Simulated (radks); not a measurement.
Question: The table gives one normalised radial function P(r) = r R(r) (large component) of Ti in [Ar] 3d2 4s2 (r in bohr). Calculated with a radial shooting solver on a logarithmic mesh with Libxc functionals: Dirac Kohn-Sham, BLYP, spin-unpolarised, spherical densities, point nucleus; open shells fill j = l - 1/2 first.

| r | P |
|---|---|
| 0.006774 | 0.0000 |
| 0.008891 | 0.0000 |
| 0.01158 | 0.0001 |
| 0.0152 | 0.0002 |
| 0.01995 | 0.0004 |
| 0.02618 | 0.0009 |
| 0.03437 | 0.0020 |
| 0.04511 | 0.0042 |
| 0.05921 | 0.0085 |
| 0.07772 | 0.0171 |
| 0.102 | 0.0331 |
| 0.1339 | 0.0616 |
| 0.1744 | 0.1079 |
| 0.2289 | 0.1818 |
| 0.3004 | 0.2872 |
| 0.3943 | 0.4208 |
| 0.5175 | 0.5660 |
| 0.6793 | 0.6927 |
| 0.8917 | 0.7622 |
| 1.17 | 0.7483 |
| 1.536 | 0.6593 |
| 2.016 | 0.5247 |
| 2.647 | 0.3770 |
| 3.446 | 0.2447 |
| 4.524 | 0.1352 |
| 5.938 | 0.0615 |
| 7.794 | 0.0216 |
| 10.23 | 0.0054 |

Which n and l does it have? It may be an empty orbital.

Answer: n = 3, l = 2: the number of nodes gives n - l - 1 = 0, the rise at small r points to l (for j = l - 1/2 the large component starts as r^gamma with gamma = sqrt(l^2 - (Z/c)^2) = 1.99 and the r^(l+1) term takes over further out; the orbital of l - 1 with the same j starts with the same power, but with a larger coefficient, and does not steepen), and the extent must fit the shell. The curve is that of 3d3/2; the two j differ most near the nucleus, where j = l - 1/2 has the larger amplitude, and in heavy atoms j = l - 1/2 is also the more compact. 3d3/2: eigenvalue -4.151 eV, 0 radial nodes, <r> = 1.62 bohr, 90 % of the charge inside 2.89 bohr.
